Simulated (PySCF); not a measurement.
H3Sb, SMILES [SbH3]. Atoms are numbered in the order given.

```xyz
4

Sb     0.0000     0.0000     0.0534
H      1.2221     0.7056    -0.9082
H      0.0000    -1.4111    -0.9082
H     -1.2221     0.7056    -0.9082
```
Charge 0, spin multiplicity 1.

Coordinates come from a PBE0-D3(BJ)/def2-TZVPD optimisation. The def2 effective core potentials stand for the cores of Sb; spin–orbit coupling is left out.

Method: TDDFT-LC-ωPBE/def2-TZVPD (PySCF 2.14.0).

Vertical excitations; the highest root listed may be one member of a degenerate set.  State labels are in the subgroup Cs.

Give excitation energies, oscillator strengths and character. (The exact figures need the calculation; the answer reports its results.)


```
state  symmetry  energy (eV)  λ (nm)      f                                                                  main pairs
-----  --------  -----------  ------  -----  --------------------------------------------------------------------------
S1           A'         6.36     195  0.093                                                HOMO→LUMO+2 (degenerate set)
S2           A"         6.36     195  0.093                                                HOMO→LUMO+1 (degenerate set)
S3           A'         6.79     182  0.196                                                              HOMO→LUMO 94 %
S4           A"         8.16     152  0.000                                      HOMO−1→LUMO+2 47 %, HOMO−2→LUMO+1 47 %
S5           A'         8.63     144  0.011                                                HOMO→LUMO+5 (degenerate set)
S6           A"         8.63     144  0.011                                                HOMO→LUMO+4 (degenerate set)
S7           A'         8.71     142  0.089                                                            HOMO→LUMO+3 77 %
S8           A"         8.82     141  0.001                  HOMO−1→LUMO, HOMO−2→LUMO+1, HOMO−1→LUMO+2 (degenerate set)
S9           A'         8.82     141  0.001                  HOMO−2→LUMO, HOMO−1→LUMO+1, HOMO−2→LUMO+2 (degenerate set)
S10          A'         9.12     136  0.601  HOMO−2→LUMO 36 %, HOMO−2→LUMO+2 18 %, HOMO−1→LUMO+1 18 %, HOMO→LUMO+5 11 %
T1           A"         5.08     244      0                                                HOMO→LUMO+1 (degenerate set)
T2           A'         5.08     244      0                                                HOMO→LUMO+2 (degenerate set)
T3           A'         6.25     198      0                                                              HOMO→LUMO 75 %
T4           A'         7.10     175      0                      HOMO−2→LUMO+2 37 %, HOMO−1→LUMO+1 37 %, HOMO→LUMO 17 %
```
Triplets are in the Tamm–Dancoff approximation, which puts them higher than full response would, so one can lie above its singlet here.
